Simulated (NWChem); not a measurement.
**Correlation energy of sulfuric acid (H$_{2}$O$_{4}$S)**

```xyz
7

O     -0.3014     1.2374     0.8705
S      0.0000     0.0000    -0.1716
O      1.2712     0.2525    -0.8416
O     -1.2712    -0.2525    -0.8416
O      0.3014    -1.2374     0.8705
H      0.5721     1.5953     1.1416
H     -0.5721    -1.5953     1.1416
```
Charge 0, spin multiplicity 1.

Program: NWChem. All single points use one geometry, from PBE/def2-SVP, a minimum by its harmonic frequencies. It is one conformer; others weren't searched.

Basis set: 6-31G*. Each correlation energy counts from its own Hartree-Fock reference.

The correlated methods keep 9 core orbitals frozen. The Pople sets run with spherical d functions. Coupled-cluster values serve here as a point of comparison, not as the truth.

### Question
One of these methods gave a correlation energy of -864.6 mHa. Which?
A. MP2
B. SCS-MP2
C. CR-CCSD(T)
D. CR-CCSD[T]

### Answer
A, MP2. The others give -826.8 (SCS-MP2), -890.3 (CR-CCSD[T]), -888.3 (CR-CCSD(T)).
